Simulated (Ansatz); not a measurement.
Calculated with Ansatz (gas phase, PBE0-D4/def2-TZVP geometries, no zero-point term in ΔE). CCSD(T)/CBS is the MP2 limit (def2-TZVPP, def2-QZVPP) plus CCSD(T) − MP2 in def2-TZVPP, frozen cores. This one scheme is used for every species. Functionals use def2-TZVPP. B3LYP here is the variant with VWN-RPA as its local correlation; programs differ in this. For Ga outer-core shells are correlated without core-valence functions, which leaves a few kJ/mol of doubt a bond. Scalar relativity is left out up to krypton. One conformer a species, not always the lowest.

`[NH2][Ga]([F])[SH]` + H₂ → `[F][GaH][SH]` + NH₃  (hydrogenolysis of a Ga–N bond)

```csv
level,ΔE (kJ/mol),difference from CCSD(T)/CBS
PBE-D4,9.7,-9.0
r2SCAN-D4,14.3,-4.4
PBE0-D4,9.2,-9.5
B3LYP-D4,11.8,-6.9
ωB97X-V,12.7,-6.0
ωB97M-V,10.8,-7.9
B2PLYP,12.8,-5.9
PBE,5.6,-13.1
r2SCAN,13.3,-5.4
PBE0,5.6,-13.1
B3LYP,5.2,-13.5
HF/def2-TZVPP,1.8,-16.9
MP2/def2-TZVPP,24.4,5.7
SCS-MP2/def2-TZVPP,20.1,1.4
CCSD/def2-TZVPP,13.9,-4.8
CCSD(T)/def2-TZVPP,17.0,-1.7
HF/def2-QZVPP,1.5,-17.2
MP2/def2-QZVPP,25.3,6.6
SCS-MP2/def2-QZVPP,20.8,2.1
CCSD/def2-QZVPP,14.9,-3.8
CCSD(T)/def2-QZVPP,18.2,-0.5
HF/CBS(def2),1.5,-17.2
MP2/CBS(def2),26.1,7.4
CCSD/CBS(def2),15.5,-3.2
CCSD(T)/CBS,18.7,0
```

Largest T1 diagnostic among the species: 0.014.

The D4 term adds +6.6 kJ/mol with B3LYP and +3.6 kJ/mol with PBE0; it sums over pairs of atoms, weighted by their polarisabilities, and B3LYP, whose exchange is more repulsive, gets the larger term. In def2-TZVPP, CCSD(T) changes the Hartree–Fock value by +15.2 kJ/mol (the triples alone add +3.1 kJ/mol) and MP2 by +22.6 kJ/mol.
